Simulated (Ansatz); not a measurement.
`O[SiH2]B(F)Br` + H₂ → `FBBr` + silanol at 400 K and 1 bar (hydrogenolysis of a B–Si bond).

Gas-phase electronic energies from Ansatz, PBE0-D4/def2-TZVP geometries. CCSD(T)/CBS adds triple-zeta CCSD(T) − MP2 to the extrapolated MP2 energy (def2 sets, frozen cores). This one scheme is used for every species. For Br outer-core shells are correlated without core-valence functions, which leaves a few kJ/mol of doubt a bond. Scalar relativity is left out up to krypton. One conformer a species, not always the lowest.

```
        species  CCSD(T)/CBS energy (Eh)  H − E (kJ/mol)  S (J/(mol·K))
`O[SiH2]B(F)Br`              -3064.09027           134.3          401.0
             H₂                 -1.17544            38.0          139.0
         `FBBr`              -2698.59010            58.3          288.8
      `O[SiH3]`               -366.69042           120.0          276.4
```

H − E and S are ideal-gas, rigid-rotor, harmonic terms from PBE0-D4/def2-TZVP, for one conformer and one mirror image of each species. The MP2-based limit puts H₂ 0.8 mEh under its directly extrapolated value; such offsets cancel only in part. 1 Eh = 2625.50 kJ/mol, R = 8.31446 J/(mol·K).

Question: By hand: ΔE, ΔH, ΔS and ΔG.

Answer: ΔE = (-2698.59010) + (-366.69042) − (-3064.09027) − (-1.17544) = -0.01481 Eh = -38.9 kJ/mol. Δ(H − E) = 58.3 + 120.0 − 134.3 − 38.0 = 6.0, so ΔH = -32.9 kJ/mol. ΔS = 288.8 + 276.4 − 401.0 − 139.0 = 25.2 J/(mol·K). ΔG = -32.9 − 400 × (25.2)/1000 = -43.0 kJ/mol.

Question: By hand: the equilibrium constant, and the temperature at which ΔG would vanish if ΔH and ΔS stayed fixed.

Answer: log₁₀ K = −ΔG/(RT ln 10) = 5.6. ΔH and −TΔS have one sign here, so there is no such temperature.

ΔH outweighs TΔS. A doubt of 5 kJ/mol in ΔE shifts log₁₀ K by 0.7 here. Other conformers and mirror images would add mixing entropy, several J/(mol·K) or more a flexible species. Modes under 60 cm⁻¹, often nearly free rotors, make the harmonic entropy too high. These are equilibria of isolated gas molecules and say nothing of rates. Largest T1 diagnostic: 0.012 (customary marks: 0.02 for closed shells, 0.045 for open ones).
